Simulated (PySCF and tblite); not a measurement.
# C6H9NSSe, numbered as in [CH3:1][CH:2]([CH3:3])[c:4]1[cH:5][s:6][n:7][c:8]1[SeH:9]: conformational analysis

The ensemble was built from 90 distance-geometry starts (ETKDG, UFF, GFN2-xTB) and rests on GFN2-xTB geometries. Energies: PBE0-D3(BJ)/pcSseg-1, with GFN2-xTB thermal terms (modes under about 100 cm⁻¹ blended into free rotors). Symmetry numbers and mirror images are counted. Conformers within 2.5 kcal/mol (GFN2-xTB free energy) were kept, 3 at most. GIAO shieldings: PBE0/pcSseg-1. Shifts are against TMS (¹H), TMS (¹³C), NH3 (¹⁵N), Me2Se (⁷⁷Se) at the same level. Run with PySCF (density fitting) and tblite.

Torsions listed: C1–C2–C4–C5, N7–C8–Se9–H9. Of a mirror pair one member is shown.

```
conformer       shape   symmetry  E(GFN2) kcal/mol  E(DFT) kcal/mol  G(298.15 K) kcal/mol  weight %  dipole D
        1  -26°, 176°  C1 (pair)              2.13             0.00                  0.00      84.4      3.58
        2    119°, 0°         Cs              0.00             0.23                  1.00      15.6      2.25
```

Weights (%) against temperature:

```json
{"T (K)": "250", "1": "86.0", "2": "14.0", "S(mix) cal/mol/K": "1.99"}
{"T (K)": "298.15", "1": "84.4", "2": "15.6", "S(mix) cal/mol/K": "2.02"}
{"T (K)": "350", "1": "83.2", "2": "16.8", "S(mix) cal/mol/K": "2.05"}
```

Averaged shifts at 298.15 K. ¹H: 8.05 (H5, 1H), 4.30 (H9, 1H), 2.87 (H2, 1H), 1.38 (H1/H3, 6H) ppm. ¹³C: 166.6 (C8), 150.7 (C5), 147.7 (C4), 32.9 (C2), 24.7 (C1/C3) ppm. ¹⁵N: 325.9 (N7) ppm. ⁷⁷Se: 63.5 (Se9) ppm.

Coordinates of conformer 1 (Å):

```xyz
18

C    -1.288   -0.422   -1.417
C    -0.636    0.254   -0.213
C    -1.350   -0.140    1.084
C     0.822   -0.074   -0.096
C     1.452   -1.187   -0.570
S     3.118   -1.166   -0.164
N     3.010    0.264    0.614
C     1.788    0.726    0.583
Se    1.548    2.379    1.467
H    -0.743   -0.192   -2.329
H    -1.312   -1.502   -1.286
H    -2.311   -0.072   -1.528
H    -0.725    1.343   -0.343
H    -0.891    0.351    1.941
H    -1.288   -1.216    1.233
H    -2.398    0.145    1.040
H     1.043   -2.006   -1.126
H     0.151    2.523    1.099
```

Coordinates of conformer 2 (Å):

```xyz
18

C    -1.619    0.532    0.805
C    -0.930   -0.310   -0.269
C    -0.889    0.438   -1.602
C     0.457   -0.689    0.165
C     0.892   -1.971    0.340
S     2.532   -2.001    0.837
N     2.662   -0.372    0.821
C     1.537    0.189    0.462
Se    1.567    2.080    0.404
H    -1.094    1.478    0.942
H    -2.643    0.749    0.511
H    -1.634    0.003    1.756
H    -1.496   -1.239   -0.404
H    -1.899    0.653   -1.941
H    -0.385   -0.158   -2.361
H    -0.357    1.383   -1.491
H     0.345   -2.882    0.203
H     2.946    2.123    0.809
```

The minima are those of GFN2-xTB; planar forms about aryl–S or allylic bonds may be saddles in DFT. Spin–orbit effects of the heavy atoms on shieldings are missing. Unscaled ¹⁵N shifts at such levels can be off by tens of ppm; differences between conformers or isomers are more reliable. Shifts are unscaled: against experiment ¹³C can be off by 15 ppm or more and ¹H by 0.8 ppm.

Search and properties took 3.3 min on 1 thread of Intel Xeon Platinum 8259CL @ 2.50GHz, on a host shared with other jobs (rough), launched as `OMP_NUM_THREADS=1 python ens_run.py task.json out`.


¹⁵N shifts are against a computed isolated NH3 molecule, about 20 ppm from the liquid.

Conformer gaps in pcSseg-1 on xTB geometries can be 2 kcal/mol off for S=O, P=O and other polar bonds.